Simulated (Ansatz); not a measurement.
`C[O][Ta](=[O])([F])[N](C)C`, relaxed with RKS PBE0-D4/def2-TZVP in Ansatz 0.2.0 from a PBE-D4/def2-SVP geometry. The force threshold is 0.005 eV/Å; the program also tests the step.

The species carries charge 0 and has multiplicity 1. Ta: def2 effective core potential.

Start:

```xyz
17

C     0.722   -0.623   -3.015
O     0.604   -0.962   -1.654
Ta    1.195   -0.572    0.124
O     2.432    0.655    0.085
F     1.794   -2.151    1.037
N    -0.302    0.280    1.118
C    -0.354    1.604    1.721
C    -1.546   -0.470    1.251
H     0.956   -1.532   -3.612
H    -0.237   -0.202   -3.389
H     1.526    0.127   -3.183
H    -1.163    2.223    1.266
H     0.609    2.129    1.577
H    -0.560    1.540    2.815
H    -2.399    0.062    0.767
H    -1.810   -0.637    2.321
H    -1.467   -1.470    0.771
```

```json
{"step": "1", "energy (eV)": "-13108.5302", "largest force (eV/Å)": "0.925", "largest move (Å)": "0.000"}
{"step": "2", "energy (eV)": "-13108.6106", "largest force (eV/Å)": "0.246", "largest move (Å)": "0.060"}
{"step": "3", "energy (eV)": "-13108.6172", "largest force (eV/Å)": "0.045", "largest move (Å)": "0.018"}
{"step": "4", "energy (eV)": "-13108.6174", "largest force (eV/Å)": "0.013", "largest move (Å)": "0.007"}
{"step": "5", "energy (eV)": "-13108.6175", "largest force (eV/Å)": "0.011", "largest move (Å)": "0.011"}
{"step": "6", "energy (eV)": "-13108.6177", "largest force (eV/Å)": "0.017", "largest move (Å)": "0.025"}
{"step": "7", "energy (eV)": "-13108.6177", "largest force (eV/Å)": "0.009", "largest move (Å)": "0.009"}
{"step": "8", "energy (eV)": "-13108.6177", "largest force (eV/Å)": "0.006", "largest move (Å)": "0.005"}
{"step": "9", "energy (eV)": "-13108.6177", "largest force (eV/Å)": "0.001", "largest move (Å)": "0.001"}
```

End:

```xyz
17

C     0.722   -0.653   -3.007
O     0.601   -0.946   -1.642
Ta    1.191   -0.520    0.104
O     2.418    0.689    0.059
F     1.799   -2.089    0.987
N    -0.299    0.290    1.110
C    -0.359    1.586    1.751
C    -1.541   -0.450    1.225
H     0.924   -1.573   -3.561
H    -0.212   -0.221   -3.376
H     1.536    0.056   -3.187
H    -1.160    2.199    1.318
H     0.586    2.113    1.629
H    -0.565    1.480    2.824
H    -2.373    0.101    0.769
H    -1.791   -0.642    2.276
H    -1.475   -1.421    0.721
```

It took 42 s on 2 threads of an AMD EPYC 7R13 on a shared host and a share of an NVIDIA H100 80 GB, with 0.97 GiB of host memory at the peak.
